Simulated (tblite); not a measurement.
Compound: C8H11O2P.
Atom-mapped SMILES: `[CH3:1][c:2]1[cH:3][cH:4][cH:5][c:6]([P@@:7]([CH3:8])(=[O:9])[OH:10])[cH:11]1` (hydrogens: H12, H13, H14 on C1; H15 on C3; H16 on C4; H17 on C5; H18, H19, H20 on C8; H21 on O10; H22 on C11)

Structure optimised with GFN2-xTB, isolated species.

(1) Give the optimised bond lengths and angles.

Answers

(1) 
```tsv
bond	length (Å)	order
C1–C2	1.499	single
C2–C3	1.391	aromatic
C3–C4	1.384	aromatic
C4–C5	1.383	aromatic
C5–C6	1.385	aromatic
C6–P7	1.817	single
P7–C8	1.829	single
P7=O9	1.468	double
P7–O10	1.620	single
C6–C11	1.386	aromatic
C2–C11	1.388	aromatic
C1–H12, C1–H13, C1–H14	1.089	single
C3–H15	1.081	single
C4–H16	1.080	single
C5–H17	1.079	single
C8–H18, C8–H19, C8–H20	1.086	single
O10–H21	0.959	single
C11–H22	1.081	single
```

Bonds in one row agree within 0.01 Å and their mean is given. Orders are formal, as drawn. A selection of angles:
```tsv
angle	degrees
C2–C1–H12	109.8
C2–C1–H13	110.9
H12–C1–H13	108.0
H13–C1–H14	109.1
C1–C2–C3	120.7
C1–C2–C11	120.7
C3–C2–C11	118.5
C2–C3–C4	121.1
C2–C3–H15	119.2
C4–C3–H15	119.7
C3–C4–C5	120.0
C3–C4–H16	119.9
C5–C4–H16	120.2
C4–C5–C6	119.4
C4–C5–H17	121.8
C6–C5–H17	118.8
C5–C6–P7	118.5
C5–C6–C11	120.6
P7–C6–C11	120.9
C6–P7–C8	106.6
C6–P7–O9	115.1
C6–P7–O10	104.7
C8–P7–O9	115.7
C8–P7–O10	102.1
O9–P7–O10	111.4
P7–C8–H18	111.0
P7–C8–H19	107.7
P7–C8–H20	108.6
H18–C8–H19	110.0
P7–O10–H21	107.2
C6–C11–H22	119.2
C2–C11–C6	120.4
C2–C11–H22	120.3
```

Torsions: C5–C6–P7–C8 -114° (anticlinal); H21–O10–P7–C6 -111° (anticlinal).

The O–P distances run from 1.468 Å (P7=O9, drawn double) to 1.620 Å (P7–O10, drawn single), a spread of 0.152 Å. The 7 C–C bonds span 1.383 Å (C4–C5, aromatic) to 1.499 Å (C1–C2, drawn single), a spread of 0.116 Å. Of the pairs four or more bonds apart, O9···H17 is among the closest relative to their van der Waals radii: 2.68 Å, 98 % of the sum of Bondi's values. P7 (phosphoryl phosphorus) is distorted tetrahedral (angles from 102.1° to 115.7°). The 6-membered ring C2–C3–C4–C5–C6–C11 has internal angles of 118.5° to 121.1°; it is planar, 0.00 Å rms from its mean plane, widest ring torsion 0°.

Point group: C1 (no symmetry element, even within 0.4 Å). Its GFN2-xTB frequencies are all real (lowest 16 cm⁻¹). The numbers are those of one conformer (C5–C6–P7–C8 -114°, C6–P7–O10–H -111°). 3 starts were optimised and ended at 0.00, 1.19 and 2.06 kcal/mol (GFN2-xTB); the lowest of these is shown.

These are computed values.
